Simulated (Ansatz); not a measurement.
```yaml
crystal:
  periodic: [false, false, false]
  atoms:
    - {symbol: N, position_ang: [-0.463985, 2.738084, -0.720737]}
    - {symbol: In, position_ang: [0.861593, 1.262789, -0.112150]}
    - {symbol: O, position_ang: [-0.122252, -0.464216, 0.161833]}
    - {symbol: Si, position_ang: [0.140732, -1.980264, 0.681001]}
    - {symbol: H, position_ang: [0.004520, 3.538218, -1.132894]}
    - {symbol: H, position_ang: [-1.093312, 2.361979, -1.426047]}
    - {symbol: H, position_ang: [-0.637453, -2.945498, -0.145092]}
    - {symbol: H, position_ang: [1.583314, -2.361776, 0.590257]}
    - {symbol: H, position_ang: [-0.273158, -2.149315, 2.103829]}
basis:
  gaussian: {orbitals: def2-mTZVPP}
total_charge: 3
magnetization: {spin_polarized: true, initial_magnetization: 0}
hamiltonian: {xc: {name: r2SCANh}}
```

```sh
$ ansatz run in.yaml --threads 4 --pin off --events-out ev --progress --plain --max-ram 10444MiB
```

It prints (some lines left out):

```
Functional definition: r2SCANh
1203 factors; their error is unknown
mean field evaluation 1: about -16562.4816 eV, gradient 1.3e2 eV
mean field evaluation 2: about -16126.4573 eV, gradient 2.1e2 eV
mean field evaluation 4: about -16472.4806 eV, gradient 1.1e2 eV
mean field evaluation 8: about -16617.6779 eV, gradient 3.0e1 eV
mean field evaluation 16: about -16626.5389 eV, gradient 7.8e0 eV
mean field evaluation 32: about -16622.3347 eV, gradient 3.4e1 eV
mean field evaluation 64: about -16628.5839 eV, gradient 1.9e0 eV
mean field -16628.75097637 eV, -611.0953270095 hartree, gradient 1.9e-5 eV, S^2 1.127341; 9 other end points of the search recorded, 0 dependent functions left out
reference -16628.75099131 eV, -611.0953275585 hartree; 26, 26 occupied and 110, 110 virtual orbitals, 1203 factors
Total energy: -16628.75099131 eV, -611.0953275585 hartree
```

In this input the charge is far from anything that the molecule holds. Self-consistency was reached. The result belongs to that input, not to the molecule as meant.
